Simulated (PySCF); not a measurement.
# BCl₃: one-bond stretch

Level of theory: PBE0 in PySCF with B def2-TZVP, Cl def2-TZVP; no relativity; density-fitted integrals.

Rigid scan from the singlet minimum (B–Cl 1.737 Å (×3); Cl–B–Cl 120.0° (×3)). Coordinate: the bond from B to the last atom (Cl) scaled, the rest fixed. Energies in kJ/mol from the minimum.

```
scale of one bond  E (kJ/mol)  dipole size (D)
             0.92        28.6             0.69
             0.96         6.3             0.35
             1.00         0.0             0.00
             1.05         7.7             0.44
             1.12        36.7             1.05
             1.20        83.5             1.75
             1.35       182.2             3.03
             1.55       302.5                –
             1.80       416.6                –
             2.20       526.3                –
```

At long bonds a restricted determinant can lie too high, and another spin state can fall below this curve.
